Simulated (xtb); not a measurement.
C₄H₁₂Sn (SMILES [CH3][Sn]([CH3])([CH3])[CH3]), singlet, geometry from GFN2-xTB (such geometries of metal compounds can be far from the true shape); GFN2-xTB run with xtb.

Input for xtb:
```
$ xtb mol.xyz --gfn 2 --json

# file mol.xyz
17

C     -0.32734664    -1.51883391    -1.54944519
Sn    -0.00000000    -0.00000000     0.00000000
C     -0.05342988     1.99613663    -0.90960238
C     -1.57557007    -0.15380819     1.51944552
C      1.95634658    -0.32349453     0.93960205
H     -1.29048020    -1.37405102    -2.02483684
H     -0.30413761    -2.51246171    -1.11729855
H      0.44288661    -1.45732837    -2.30940794
H      0.10673102     2.75991054    -0.15754954
H     -1.01404233     2.17327110    -1.37910495
H      0.71932449     2.08999374    -1.66367605
H     -2.55019221     0.00353832     1.07229975
H     -1.56384962    -1.13487237     1.97983804
H     -1.42941886     0.59017776     2.29385516
H      2.00057458    -1.30612049     1.39465773
H      2.74759880    -0.25098716     0.20254834
H      2.13500534     0.41892964     1.70867485
```

The log (banner, timings and long lists left out):

```
   ID    Z sym.   atoms
    1    6 C      1, 3-5
    2   50 Sn     2
    3    1 H      6-17

           -------------------------------------------------
          |                Calculation Setup                |
           -------------------------------------------------

           -------------------------------------------------
          |                 G F N 2 - x T B                 |
           -------------------------------------------------

          ...................................................
          :                      SETUP                      :
          :.................................................:
          :  # basis functions                  38          :
          :  # atomic orbitals                  37          :
          :  # shells                           23          :
          :  # electrons                        32          :
          :  max. iterations                   250          :
          :  Hamiltonian                  GFN2-xTB          :
          :  restarted?                      false          :
          :  GBSA solvation                  false          :
          :  PC potential                    false          :
          :  electronic temp.          300.0000000     K    :
          :  accuracy                    1.0000000          :
          :  -> integral cutoff          0.2500000E+02      :
          :  -> integral neglect         0.1000000E-07      :
          :  -> SCF convergence          0.1000000E-05 Eh   :
          :  -> wf. convergence          0.1000000E-03 e    :
          :  Broyden damping             0.4000000          :
          :  net charge                          0          :
          :  unpaired electrons                  0          :
          ...................................................

 iter      E             dE          RMSdq      gap      omega  full diag
   1    -16.4648879 -0.164649E+02  0.417E+00    5.69       0.0  T
   2    -15.9660523  0.498836E+00  0.412E+00    5.30       1.0  T
   3    -16.8909089 -0.924857E+00  0.142E+00    5.34       1.0  T
   4    -16.9309570 -0.400481E-01  0.431E-01    5.24       1.0  T
   5    -16.9313742 -0.417225E-03  0.694E-02    5.24       1.0  T
   6    -16.9313734  0.782672E-06  0.242E-02    5.23       1.0  T
   7    -16.9313719  0.154862E-05  0.132E-02    5.23       1.8  T
   8    -16.9313768 -0.487863E-05  0.407E-03    5.23       6.0  T
   9    -16.9313768 -0.708504E-07  0.826E-04    5.23      29.4  T
  10    -16.9313769 -0.191153E-07  0.160E-04    5.23     152.0  T

   *** convergence criteria satisfied after 10 iterations ***

         :::::::::::::::::::::::::::::::::::::::::::::::::::::
         ::                     SUMMARY                     ::
         :::::::::::::::::::::::::::::::::::::::::::::::::::::
         :: total energy             -16.704586287226 Eh    ::
         :: gradient norm              0.000027316235 Eh/a0 ::
         :: HOMO-LUMO gap              5.232078325410 eV    ::
         ::.................................................::
         :: SCC energy               -16.931300125070 Eh    ::
         :: -> isotropic ES            0.009553768402 Eh    ::
         :: -> anisotropic ES          0.006511232181 Eh    ::
         :: -> anisotropic XC          0.011862347032 Eh    ::
         :: -> dispersion             -0.009444278221 Eh    ::
         :: repulsion energy           0.226713837844 Eh    ::
         :: add. restraining           0.000000000000 Eh    ::
         :: total charge               0.000000000000 e     ::
         :::::::::::::::::::::::::::::::::::::::::::::::::::::

           -------------------------------------------------
          |                Property Printout                |
           -------------------------------------------------

    * Orbital Energies and Occupations

         #    Occupation            Energy/Eh            Energy/eV
      -------------------------------------------------------------
         1        2.0000           -0.7710817             -20.9822
       ...           ...                  ...                  ...
         4        2.0000           -0.5731441             -15.5960
         5        2.0000           -0.5616033             -15.2820
         6        2.0000           -0.4703816             -12.7997
         7        2.0000           -0.4703816             -12.7997
         8        2.0000           -0.4703816             -12.7997
         9        2.0000           -0.4653243             -12.6621
        10        2.0000           -0.4653243             -12.6621
        11        2.0000           -0.4630297             -12.5997
        12        2.0000           -0.4630297             -12.5997
        13        2.0000           -0.4630297             -12.5997
        14        2.0000           -0.4003597             -10.8943
        15        2.0000           -0.4003597             -10.8943
        16        2.0000           -0.4003597             -10.8943 (HOMO)
        17                         -0.2080844              -5.6623 (LUMO)
        18                         -0.0550037              -1.4967
        19                         -0.0550037              -1.4967
        20                         -0.0550037              -1.4967
        21                          0.0379568               1.0329
        22                          0.0379568               1.0329
        23                          0.1201088               3.2683
        24                          0.1201088               3.2683
        25                          0.1201088               3.2683
        26                          0.1891820               5.1479
        27                          0.2002248               5.4484
       ...                                ...                  ...
        37                          0.7171895              19.5157
      -------------------------------------------------------------
                  HL-Gap            0.1922753 Eh            5.2321 eV
             Fermi-level           -0.3042221 Eh           -8.2783 eV

     #   Z          covCN         q      C6AA      α(0)
     1   6 C        3.648    -0.144    23.654     6.988
     2  50 Sn       3.494     0.118   332.098    33.392
     3   6 C        3.648    -0.144    23.654     6.988
     4   6 C        3.648    -0.144    23.654     6.988
     5   6 C        3.648    -0.144    23.654     6.988
     6   1 H        0.926     0.038     2.472     2.459
     7   1 H        0.926     0.038     2.472     2.459
     8   1 H        0.926     0.038     2.472     2.459
     9   1 H        0.926     0.038     2.472     2.459
    10   1 H        0.926     0.038     2.472     2.459
    11   1 H        0.926     0.038     2.472     2.459
    12   1 H        0.926     0.038     2.472     2.459
    13   1 H        0.926     0.038     2.472     2.459
    14   1 H        0.926     0.038     2.472     2.459
    15   1 H        0.926     0.038     2.472     2.459
    16   1 H        0.926     0.038     2.472     2.459
    17   1 H        0.926     0.038     2.472     2.459

 Mol. C6AA /au·bohr⁶  :       3168.947073
 Mol. C8AA /au·bohr⁸  :     138770.899647
 Mol. α(0) /au        :         90.847399

Wiberg/Mayer (AO) data.
largest (>0.10) Wiberg bond orders for each atom

 ---------------------------------------------------------------------------
     #   Z sym  total        # sym  WBO       # sym  WBO       # sym  WBO
 ---------------------------------------------------------------------------
     1   6 C    3.989 --     6 H    0.983     8 H    0.983     7 H    0.983
                             2 Sn   0.735
     2  50 Sn   3.052 --     1 C    0.735     5 C    0.735     3 C    0.735
                             4 C    0.735
     3   6 C    3.989 --    10 H    0.983     9 H    0.983    11 H    0.983
                             2 Sn   0.735
     4   6 C    3.989 --    14 H    0.983    13 H    0.983    12 H    0.983
                             2 Sn   0.735
     5   6 C    3.989 --    16 H    0.983    15 H    0.983    17 H    0.983
                             2 Sn   0.735
     6   1 H    0.998 --     1 C    0.983
     7   1 H    0.998 --     1 C    0.983
     8   1 H    0.998 --     1 C    0.983
     9   1 H    0.998 --     3 C    0.983
    10   1 H    0.998 --     3 C    0.983
    11   1 H    0.998 --     3 C    0.983
    12   1 H    0.998 --     4 C    0.983
    13   1 H    0.998 --     4 C    0.983
    14   1 H    0.998 --     4 C    0.983
    15   1 H    0.998 --     5 C    0.983
    16   1 H    0.998 --     5 C    0.983
    17   1 H    0.998 --     5 C    0.983
 ---------------------------------------------------------------------------

Topologies differ in total number of bonds
Writing topology from bond orders to xtbtopo.mol

molecular dipole:
                 x           y           z       tot (Debye)
 q only:        0.000      -0.000      -0.000
   full:        0.000      -0.000      -0.000       0.000
molecular quadrupole (traceless):
                xx          xy          yy          xz          yz          zz
 q only:        0.000      -0.000      -0.000       0.000       0.000       0.000
  q+dip:        0.000      -0.000      -0.000       0.000       0.000      -0.000
   full:        0.000      -0.000      -0.000       0.000       0.000      -0.000

           -------------------------------------------------
          | TOTAL ENERGY              -16.704586287226 Eh   |
          | GRADIENT NORM               0.000027316235 Eh/α |
          | HOMO-LUMO GAP               5.232078325410 eV   |
           -------------------------------------------------

normal termination of xtb
```
